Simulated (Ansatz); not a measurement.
Other settings, tried on N-butyl-N-methylpyrrolidinium chloride, `CCCC[N+]1(C)CCCC1.[Cl-]`.

```yaml
crystal:
  periodic: [false, false, false]
  atoms:
    - {symbol: C, position_ang: [4.204631, 0.493783, 0.029871]}
    - {symbol: C, position_ang: [2.996995, -0.432526, 0.087965]}
    - {symbol: C, position_ang: [1.667578, 0.324729, 0.059302]}
    - {symbol: C, position_ang: [0.513577, -0.649513, 0.187013]}
    - {symbol: N, position_ang: [-0.861231, -0.040611, 0.035630]}
    - {symbol: C, position_ang: [-1.061218, 1.052083, 1.045188]}
    - {symbol: C, position_ang: [-1.906060, -1.120333, 0.258812]}
    - {symbol: C, position_ang: [-3.180101, -0.543827, -0.346962]}
    - {symbol: C, position_ang: [-2.703954, 0.455027, -1.436606]}
    - {symbol: C, position_ang: [-1.172998, 0.441822, -1.352508]}
    - {symbol: H, position_ang: [4.198017, 1.105961, -0.887974]}
    - {symbol: H, position_ang: [5.147552, -0.074548, 0.044788]}
    - {symbol: H, position_ang: [4.218233, 1.183791, 0.889644]}
    - {symbol: H, position_ang: [3.030202, -1.146763, -0.755844]}
    - {symbol: H, position_ang: [3.033093, -1.043680, 1.007349]}
    - {symbol: H, position_ang: [1.605972, 0.921674, -0.871843]}
    - {symbol: H, position_ang: [1.653625, 1.034214, 0.904154]}
    - {symbol: H, position_ang: [0.483191, -1.110726, 1.204054]}
    - {symbol: H, position_ang: [0.572695, -1.436054, -0.583893]}
    - {symbol: H, position_ang: [-0.864972, 0.584104, 2.039328]}
    - {symbol: H, position_ang: [-2.095869, 1.408979, 0.975881]}
    - {symbol: H, position_ang: [-0.371452, 1.872467, 0.814002]}
    - {symbol: H, position_ang: [-1.547965, -1.994665, -0.306702]}
    - {symbol: H, position_ang: [-1.878531, -1.361832, 1.345406]}
    - {symbol: H, position_ang: [-3.788724, -0.035277, 0.415994]}
    - {symbol: H, position_ang: [-3.804298, -1.348397, -0.761101]}
    - {symbol: H, position_ang: [-3.028149, 0.164424, -2.446663]}
    - {symbol: H, position_ang: [-3.102509, 1.464591, -1.255309]}
    - {symbol: H, position_ang: [-0.694348, 1.415870, -1.522322]}
    - {symbol: H, position_ang: [-0.732697, -0.293928, -2.043208]}
    - {symbol: Cl, position_ang: [-0.530285, -1.290850, 3.226534]}
basis:
  gaussian: {orbitals: 6-31G}
magnetization: {spin_polarized: true, initial_magnetization: 0}
hamiltonian: {xc: {name: revPBE}, dispersion: d3bj}
scf: {lower_state_search: off}
```

```sh
$ ansatz run in.yaml --threads 4 --pin off --events-out ev --progress --plain --max-ram 6963MiB
```

It prints (some lines left out):

```
Functional definition: revPBE
2055 factors; integrals over basis functions are off by at most 1.8e-4 eV
mean field evaluation 1: about -23647.1298 eV, gradient 5.5e1 eV
mean field evaluation 2: about -23633.4231 eV, gradient 7.4e1 eV
mean field evaluation 4: about -23662.8843 eV, gradient 3.2e0 eV
mean field evaluation 8: about -23662.8591 eV, gradient 4.8e-2 eV
mean field evaluation 16: about -23662.8591 eV, gradient 1.1e-5 eV
mean field -23662.85911239 eV, -869.5940331182 hartree, gradient 1.8e-6 eV, S^2 0.000000; 0 other end points of the search recorded, 0 dependent functions left out
reference -23662.85915928 eV, -869.5940348417 hartree; 49, 49 occupied and 94, 94 virtual orbitals, 2055 factors
Total energy: -23665.14956581 eV, -869.6782057291 hartree
Checks for a lower state left out: stability, starts, cluster_reference, orbital_swaps, neighbouring_geometries, increment
```

Hardware: 4 threads of Intel Xeon 6975P-C on a shared host. Wall time 1.8 s.
